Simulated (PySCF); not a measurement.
H₇Si₃, SMILES [SiH3][SiH][SiH3], multiplicity 2.

Coordinates come from a B3LYP-D3(BJ)/def2-SVP optimisation. The isomer is the one that the SMILES or the coordinates give; other isomers of the formula were not compared.

All values below come from B3LYP-D3(BJ)/def2-SVP (PySCF 2.14.0).

Frequencies are harmonic and unscaled.

Computed harmonic wavenumbers and intensities:
```
mode  ν (cm⁻¹)  IR (km/mol)  moving atoms (share of kinetic energy)
----  --------  -----------  --------------------------------------
1           72          0.0                                  H 99 %
2           76          0.0                         H 84 %, Si 16 %
3           92          1.0                         Si 78 %, H 22 %
4          314          8.8                         H 89 %, Si 11 %
5          375          1.4                         Si 81 %, H 19 %
6          438         10.4                                  H 94 %
7          463          0.3                         Si 54 %, H 46 %
8          486         12.5                         H 56 %, Si 44 %
9          551         10.8                         H 82 %, Si 18 %
10         579         12.5                         H 79 %, Si 21 %
11         718        174.9                         H 88 %, Si 12 %
12         868        434.3                          H 91 %, Si 9 %
13         898        112.4                          H 92 %, Si 8 %
14         937          0.7                                  H 97 %
15         942         82.7                                  H 97 %
16         943         26.3                                  H 98 %
17         945         48.4                                  H 98 %
18        2182         72.8                                  H 97 %
19        2187         43.1                                  H 97 %
20        2191        115.5                                  H 97 %
21        2212         86.3                                  H 97 %
22        2214         55.7                                  H 97 %
23        2219         48.9                                  H 96 %
24        2222        165.3                                  H 96 %
```
